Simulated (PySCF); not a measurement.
**Unknown compound**

An unknown has the formula C5H12N2. Its calculated NMR data are:

1H NMR (600 MHz, computed): δ 6.41 (d, 1H), 4.16 (br s, 1H), 3.17 (s, 3H), 2.36 (m, 1H), 1.01 (d, 6H).

13C{1H} NMR (computed): δ 138.6, 40.2, 37.0, 23.6 (2C).

Single conformer, no solvent, equivalent nuclei averaged, no relativistic terms. σ from GIAO-PBE0/pcSseg-1; GFN2-xTB structure; PySCF 2.14.

δ = σ(ref) − σ, references computed at the same level: 1H and 13C vs TMS.

Q: Which of these isomers gave the spectra?
A. CN/N=C/C(C)C
B. C/C=N\N(C)CC
C. CN(C)/C=C\CN
D. C[C@H]1CCCNN1

A: A. 

1. Rings plus π bonds: 1 (no ring in the answer).
2. 4 carbon signals for 5 carbons: some carbons are equivalent by symmetry or fast rotation.
3. Carbon types of the structure: 2 × CH, 3 × CH3, leaving 1 H on heteroatoms.
4. δC 138.6: C=N carbon.
5. δC 40.2: methyl carbon bonded to N; the inductive effect lowers its shielding.
6. δC 23.6: methyl carbon; saturated and bonded to C and H only.
7. δH 4.16: hydrogen on a nitrogen bonded to O or N; labile proton, position sensitive to the medium.
8. δH 3.17: hydrogen on a methyl carbon bonded to N; its carbon carries N, an electronegative neighbour.

The others: C[C@H]1CCCNN1 would give 5 carbon signals, not 4; C/C=N\N(C)CC would give 5 carbon signals, not 4; CN(C)/C=C\CN has carbons computed at 140.3, 106.1, 44.3, 42.8, with a different DEPT pattern.

OH and NH positions are those of a molecule without intermolecular hydrogen bonds; in solution they move with solvent, concentration and temperature, and exchange usually removes their couplings. Shifts are as computed. Against solution values, carbons near 30 ppm lie about +3 ppm off and those near 130 ppm about +5 ppm. Of 1211 compounds with measured shifts, 218 miss one by over three times the rms of a fit or turn the order of signals round; such compounds aren't used in these exercises. No couplings were computed; multiplicities are counted from neighbouring protons, with m where these are inequivalent, close in shift, in a saturated or five-membered ring or joined by F or P, and br s for small geminal =CH2 splittings.
